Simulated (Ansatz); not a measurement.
Calculated with Ansatz (gas phase, PBE0-D4/def2-TZVP geometries, no zero-point term in ΔE). CCSD(T)/CBS is the MP2 limit (def2-TZVPP, def2-QZVPP) plus CCSD(T) − MP2 in def2-TZVPP, frozen cores. This one scheme is used for every species, atoms too. Functionals use def2-TZVPP. B3LYP here is the variant with VWN-RPA as its local correlation; programs differ in this. Open shells (•) are unrestricted, without spin–orbit coupling. Spin–orbit coupling would lower the free atoms: a little for C, F, O, Si. Each species was taken in one conformer, which may not be the lowest.

Consider the atomization: `OC1[SiH2][Si]1(F)F` → C• + 2 F• + 4 H• + O• + 2 Si•.

```json
{"level": "ωB97X-V", "ΔE (kJ/mol)": "3720.3"}
{"level": "r2SCAN", "ΔE (kJ/mol)": "3715.2"}
{"level": "B3LYP", "ΔE (kJ/mol)": "3636.8"}
{"level": "HF/def2-TZVPP", "ΔE (kJ/mol)": "2603.3"}
{"level": "SCS-MP2/def2-QZVPP", "ΔE (kJ/mol)": "3730.6"}
{"level": "HF/CBS(def2)", "ΔE (kJ/mol)": "2616.2"}
{"level": "MP2/CBS(def2)", "ΔE (kJ/mol)": "3823.6"}
{"level": "CCSD/CBS(def2)", "ΔE (kJ/mol)": "3647.2"}
```

**Question.** What does CCSD(T)/CBS give? (Best estimate.)

**Answer.** Computed: +3714.1 kJ/mol. The listed levels differ from it by 6.2, 1.1, -77.3, -1110.8, 16.5, -1097.9, 109.5, -66.9 kJ/mol.

Largest T1 diagnostic among the species: 0.013.

The D4 term adds +38.6 kJ/mol with B3LYP and +20.1 kJ/mol with PBE0; it sums over pairs of atoms, weighted by their polarisabilities, and B3LYP, whose exchange is more repulsive, gets the larger term. From PBE to PBE0 (25 % exact exchange), in def2-TZVPP and without D4, ΔE moves by −92.6 kJ/mol: exact exchange takes away binding that semilocal exchange gives to molecules. In def2-TZVPP, CCSD(T) changes the Hartree–Fock value by +988.2 kJ/mol (the triples alone add +67.0 kJ/mol) and MP2 by +1097.7 kJ/mol; breaking electron pairs costs correlation energy, which Hartree–Fock lacks.

For atomizations the MP2-based limit and the directly extrapolated one differ by several kJ/mol either way, and by 10 to 25 for some Ge, Se and Sn compounds, so smaller differences from it don't rank the levels.
